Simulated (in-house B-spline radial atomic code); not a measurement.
Orbital energies and mean radii along the 42-electron series, configuration 1s2 2s2 2p6 3s2 3p6 3d10 4s2 4p6 4d3/2(4) 4d5/2(2). The effective charge is n√(-2ε), a non-relativistic measure. Computed with a radial B-spline atomic code at the basis-set limit: Dirac-Hartree-Fock, jj configuration that fills j = l - 1/2 first, finite nuclei.

| ion | Z | energy of 3p3/2 (Eh) | mean radius of 3p3/2 (bohr) | energy of 3d3/2 (Eh) | mean radius of 3d3/2 (bohr) | energy of 4p3/2 (Eh) | mean radius of 4p3/2 (bohr) | effective charge of 3p3/2 |
| --- | --- | --- | --- | --- | --- | --- | --- | --- |
| Ru2+ | 44 | -18.631 | 0.40407 | -12.065 | 0.3805 | -2.8028 | 1.1344 | 18.313 |
| Rh3+ | 45 | ? | ? | ? | ? | ? | ? | ? |
| Pd4+ | 46 | ? | ? | ? | ? | ? | ? | ? |
| Ag5+ | 47 | -24.894 | 0.36877 | -17.545 | 0.34196 | -5.303 | 0.97695 | 21.168 |
| Cd6+ | 48 | -27.246 | 0.35827 | -19.632 | 0.3308 | -6.2926 | 0.93351 | 22.146 |
| In7+ | 49 | -29.723 | 0.34833 | -21.844 | 0.32034 | -7.3547 | 0.89384 | 23.13 |
| Sn8+ | 50 | -32.324 | 0.3389 | -24.178 | 0.31051 | -8.4876 | 0.85749 | 24.121 |
| Sb9+ | 51 | -35.047 | 0.32994 | -26.633 | 0.30127 | -9.69 | 0.82408 | 25.117 |

(1) Fill in the row of Rh3+.

(2) Fill in the row of Pd4+.

(3) How does the screening of 3p3/2 change?

## Answers

(1) energy of 3p3/2 (Eh): -20.581; mean radius of 3p3/2 (bohr): 0.39161; energy of 3d3/2 (Eh): -13.755; mean radius of 3d3/2 (bohr): 0.36672; energy of 4p3/2 (Eh): -3.5527; mean radius of 4p3/2 (bohr): 1.0771; effective charge of 3p3/2: 19.247.

(2) energy of 3p3/2 (Eh): -22.671; mean radius of 3p3/2 (bohr): 0.37986; energy of 3d3/2 (Eh): -15.584; mean radius of 3d3/2 (bohr): 0.35391; energy of 4p3/2 (Eh): -4.3884; mean radius of 4p3/2 (bohr): 1.0247; effective charge of 3p3/2: 20.201.

(3) Z less the effective charge goes from 25.69 at Z = 44 to 25.88 at Z = 51.
